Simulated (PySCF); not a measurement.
Spectrum to structure. Method: TDDFT CAM-B3LYP/def2-SVPD, vertical, gas phase, core orbitals frozen in the response in PySCF. Geometries: PBE0-D3(BJ)/def2-SVP, one conformer each.

```csv
state,E (eV),f
S1,3.76,0.0007
S2,5.54,0.0067
S3,6.16,0.028
S4,6.30,0.0006
S5,6.66,0.0050
S6,6.80,0.0053
S7,6.94,0.013
S8,7.11,0.0003
S9,7.35,0.231
S10,7.79,0.016
```

Triplets computed (Tamm–Dancoff): 3.12, 5.39, 5.75, 5.86 eV.

Orbital energies (eV): HOMO-3 -11.72, HOMO-2 -10.80, HOMO-1 -8.87, HOMO -8.71, LUMO -0.34, LUMO+1 0.73, LUMO+2 0.98.

Question: Which candidate is it? All have the formula C2H6OSSi.
A. `CC(=S)O[SiH3]`
B. `CC(=O)[SiH2]S`
C. `[SiH3]O[C@H]1CS1`

Answer: B. Its S1 lies at 3.76 eV; the nearest of the others has S1 at 3.46 eV. S1 is HOMO-1→LUMO (73%), HOMO→LUMO (24%). Löwdin shares by element: HOMO sulfur 60%, silicon 12%, oxygen 10%, hydrogen 5% or more; LUMO carbon 45%, oxygen 32%, silicon 11%. At the same level the other candidates give, for their lowest levels:
- `CC(=S)O[SiH3]`: 3.46 eV (f 0.000); 5.51 eV (f 0.124); 6.18 eV (f 0.136); 6.32 eV (f 0.001); 6.60 eV (f 0.010); T1 3.10 eV; HOMO -8.14, LUMO -0.49 eV
- `[SiH3]O[C@H]1CS1`: 4.94 eV (f 0.000); 6.23 eV (f 0.016); 6.53 eV (f 0.036); 7.03 eV (f 0.038); 7.17 eV (f 0.031); T1 4.52 eV; HOMO -8.16, LUMO 0.86 eV

Shape of the structure used: `[CH3:1][C:2](=[O:3])[SiH2:4][SH:5]`: C1–C2–Si4–S5 -173°, H–S5–Si4–C2 -6°.
